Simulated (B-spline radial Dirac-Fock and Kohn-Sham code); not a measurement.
## Relativistic shifts of the levels of Os¹⁰⁺

System: the Os¹⁰⁺ ion in the configuration [Kr] 4d10 4f14 5s2 5p4.

Both columns are ΔSCF binding energies of the configuration average from a radial B-spline solver: non-relativistic Hartree-Fock with a point nucleus, and Dirac-Fock with a finite nucleus and the Coulomb interaction alone, averaged over the two j levels with weights 2j+1.

```
shell  Hartree-Fock (eV)  Dirac-Fock (eV)  shift (eV)  shift (%)
   1s            68059.7          74438.4    +6378.70      +9.37
   2s            11509.8          13210.2    +1700.38     +14.77
   2p            11031.6          11600.4     +568.84      +5.16
   3s             2829.5           3252.1     +422.57     +14.93
   3p             2606.3           2765.6     +159.32      +6.11
   3d             2194.8           2177.5      -17.26      -0.79
   4s              743.0            848.2     +105.23     +14.16
   4d              472.9            468.6       -4.36      -0.92
   4f              241.3            230.3      -11.02      -4.57
   5s              238.2            259.7      +21.43      +8.99
   5p              205.7            212.3       +6.59      +3.21
```

Relativity binds 1s, 2s, 2p, 3s, 3p, 4s, 5s, 5p more strongly, among those listed most of all 3s in relative terms, and 3d, 4d, 4f more weakly, because the contracted s and p shells screen the nucleus better.

Values without a named source are computed, but for edge energies of neutral atoms, which are taken from tables.
